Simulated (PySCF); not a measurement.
## Electron correlation in Pd (palladium, neutral)

[Kr] 4d9 5p1, one real determinant (an excited configuration). Calculation: PySCF 2.14, in ANO-RCC-VTZP (7s6p4d2f1g, 68 functions); scalar relativity by spin-free X2C-1e. Frozen: [Kr]; 10 electrons correlated.

MP2 pair energies summed by pair of shells (mhartree):

| pair | energy | share (%) |
| --- | --- | --- |
| 4d-4d | -286.85 | 91.6 |
| 4d-5p | -26.36 | 8.4 |

Total MP2 correlation energy: -313.21 mhartree.

Same-spin part -116.48 and opposite-spin part -196.73 mhartree; SCS-MP2 scales them by 1/3 and 6/5 to -274.90 mhartree.

The basis was made for the ground configuration and has no added diffuse functions, which can raise the energy of the promoted electron.

The reference is one real determinant that mixes LS terms of this configuration.
